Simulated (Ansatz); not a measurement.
# Match the barriers

Saddle point of GeSiH7F, singlet (GeH₃F ([F][GeH3]) + SiH₄ → GeSiH₆ ([SiH3][GeH3]) + HF; bonds formed: Ge1–Si7, F2–H6; bonds broken: Ge1–F2, H6–Si7), PBE0-D4/def2-TZVP structure:

```xyz
10
angstrom
Ge -0.5564 -1.2110 -0.0003
F 1.3979 -1.3191 0.6557
H -0.2080 -2.1730 -1.1339
H -1.0157 -1.7968 1.3331
H -1.7016 -0.2867 -0.5168
H 1.0031 -0.1834 0.3576
Si 0.3180 1.3823 -0.1037
H 1.5686 2.1363 0.1958
H -0.7813 1.8983 0.7504
H -0.0244 1.5532 -1.5379
```

Ansatz 0.2.0; basis: def2-TZVPP, with def2-QZVPP for the basis limit; cores frozen in the correlated methods. Filled d shells of the heavier atoms are correlated. The def2 sets are not built for correlating such inner shells, so the correlated values are less sure here. B3LYP uses VWN-RPA correlation. Extrapolation: Hartree–Fock as exp(−7.88 √X), correlation as X^−2.97. Four methods, as single points on the PBE0-D4 structures, gave these electronic barriers from the start structure: 50.63, 55.17, 57.67, 79.17 kcal/mol.

(1) The methods were, in alphabetical order, B3LYP-D4, BLYP-D4, HF, MP2. Which gave which? (A judgement: the text doesn't fix the answer.)

No T1 diagnostic of these runs exceeds 0.015. The start structure is not quite a true minimum (one mode of 26i cm⁻¹).

Results:

(1) By the calculation: BLYP-D4 50.63; B3LYP-D4 55.17; MP2 57.67; HF 79.17 kcal/mol. For comparison, CCSD(T) at an estimated basis limit (MP2 extrapolated from triple and quadruple zeta, plus CCSD(T) − MP2 in triple zeta) gives 57.05 kcal/mol.

Labels in which every atom is bracketed show which atoms are joined, not bond orders.

For scale, one of the runs: CCSD(T)/def2-TZVPP, 219 basis functions, launched by `ansatz run in.yaml --threads 4 --pin off --events-out ev --progress --plain --max-ram 9574MiB`. Time: 2 min of wall clock on 4 CPU threads of an Intel Xeon; the host was shared. Peak host memory: 3.2 GiB.
